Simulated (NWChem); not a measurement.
Molecule: GaCl, singlet; SMILES [Cl][Ga]

All runs: NWChem. Low-valent species are run as closed-shell singlets; no triplet was tried in these runs. Coordinates come from a B3LYP/6-31G* (spherical d) optimisation.

Order these runs by computing time, cheapest first, and give rough ratios: TPSS/def2-TZVP; TPSS/def2-QZVP; TPSS/def2-SVP.

TPSS/def2-SVP (1), TPSS/def2-TZVP (4), TPSS/def2-QZVP (20). Ratios are rough, from one shared machine; the cheapest took about 6 core-seconds (a rough figure). What differs between the cheapest and the dearest: highest occupied level (eV) -6.52 → -6.64; dipole (D) 2.14 → 2.52.
